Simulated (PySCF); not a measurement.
FH₂Si (calculated)

Computed with PySCF 2.14.0. Calculation on a computer-drawn molecule: vertical ionisation energy to the stated ion spin, frozen-core CCSD(T) at the basis limit and cheaper methods, single-reference cases, UHF for radicals, no spin-orbit; all values are single points at the evaluated structure, the first of each entry, which is the reference or a displaced copy of it and isn't optimised; the reference structure only sets the zero of the energies above reference; triples share is (T) over the correlation energy.

### FH₂Si

Evaluated structure:
```xyz
4
FH2Si
F     -2.3819     0.6466     1.4995
Si    -2.7023     0.3981     3.0535
H     -1.4717    -0.0832     3.7433
H     -3.8164    -0.5529     3.1808
```

Reference structure:
```xyz
4
FH2Si
F     -2.3769     0.6420     1.5055
Si    -2.7052     0.4107     3.0751
H     -1.4815    -0.1055     3.7244
H     -3.8160    -0.5604     3.1690
```

- charge: 0
- multiplicity: 2
- ion multiplicity: 1
- diffuse functions: no
- basis: cc-pV(n+d)Z
- reference is: the Hartree-Fock double-zeta minimum
- best is: HF at quadruple zeta + MP2 correlation extrapolated from triple and quadruple zeta + CCSD(T) minus MP2 at triple zeta
- basis step is: the size of the change from the same recipe one zeta lower
- dipole magnitude HF at triple zeta: ?
- ion D1 diagnostic at triple zeta: ?

Drawn bonds:
```
atom  other atom  order
   1           2      1
   2           3      1
   2           4      1
```

To be estimated
1. FH₂Si: dipole magnitude HF at triple zeta?
2. What ion D1 diagnostic at triple zeta does the calculation give for FH₂Si?

Calculated values
1. 1.361 debye
2. 0.05036

Further results for FH₂Si:

- ionisation energy best: 8.97 eV
- ionisation energy basis step: 0.0517 eV
- energy above reference best: 0.0557 kcal/mol
- energy above reference basis step: 0.08455 kcal/mol
- total energy HF triple zeta: -389.6042 hartree
- total energy CCSD(T) triple zeta: -389.9898 hartree
- total energy best: -390.0593 hartree
- T1 diagnostic at triple zeta: 0.01392
- D1 diagnostic at triple zeta: 0.04064
- spin squared at triple zeta: 0.7536
- ion T1 diagnostic at triple zeta: 0.01742
- triples share at triple zeta: 0.02718
- basis functions triple zeta: 97
- dipole magnitude CCSD unrelaxed at triple zeta: 1.144 debye
- dipole magnitude PBE at triple zeta: 1 debye
- dipole magnitude r2SCAN at triple zeta: 1.058 debye
- dipole magnitude B3LYP at triple zeta: 1.13 debye
- dipole magnitude wB97X at triple zeta: 1.151 debye

Triple zeta:
```
 method  ionisation energy (eV)  energy above reference (kcal/mol)
     HF                   8.782                            -0.1397
    PBE                   8.893                             0.2172
 r2SCAN                     9.1                            0.06902
  B3LYP                   9.017                             0.1447
  wB97X                   8.925                             0.1141
    MP2                   8.842                             0.0772
   CCSD                   8.904                           0.008274
CCSD(T)                   8.886                            0.04343
```
